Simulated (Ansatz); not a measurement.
One change: `C[SiH]([AlH2])Cl` becomes `C[SiH](S)Cl`.

Ansatz, PBE0-D4/def2-TZVP geometries, multiplicity 1. Each molecule was computed in one conformer, which needn't be the lowest.

```json
{"property": "HOMO–LUMO gap (PBE/def2-TZVPP) / eV", "`C[SiH]([AlH2])Cl`": "3.25"}
{"property": "LUMO energy (B3LYP/def2-TZVPP) / eV", "`C[SiH]([AlH2])Cl`": "-2.40"}
{"property": "HOMO energy (B3LYP/def2-TZVPP) / eV", "`C[SiH]([AlH2])Cl`": "-7.13"}
{"property": "HOMO energy (PBE/def2-TZVPP) / eV", "`C[SiH]([AlH2])Cl`": "-6.21"}
{"property": "HOMO energy (PBE0/def2-TZVPP) / eV", "`C[SiH]([AlH2])Cl`": "-7.32"}
{"property": "LUMO energy (PBE/def2-TZVPP) / eV", "`C[SiH]([AlH2])Cl`": "-2.96"}
```

Task: Give the same properties after the change, and the shifts. (Best estimate.)

Result: The calculation gave: 
| property | `C[SiH](S)Cl` | shift |
| --- | --- | --- |
| HOMO–LUMO gap (PBE/def2-TZVPP) / eV | 5.75 | 2.50 |
| LUMO energy (B3LYP/def2-TZVPP) / eV | -0.03 | 2.37 |
| HOMO energy (B3LYP/def2-TZVPP) / eV | -7.44 | -0.31 |
| HOMO energy (PBE/def2-TZVPP) / eV | -6.46 | -0.25 |
| HOMO energy (PBE0/def2-TZVPP) / eV | -7.71 | -0.39 |
| LUMO energy (PBE/def2-TZVPP) / eV | -0.71 | 2.25 |

With PBE0 the HOMO falls by 0.39 eV and the LUMO rises by 2.45 eV, so the gap widens by about 2.84 eV. PBE moves the HOMO by -0.25 eV and ωB97M-V by -0.59 eV.

B3LYP here is the variant with VWN-RPA as its local correlation; programs differ in this.
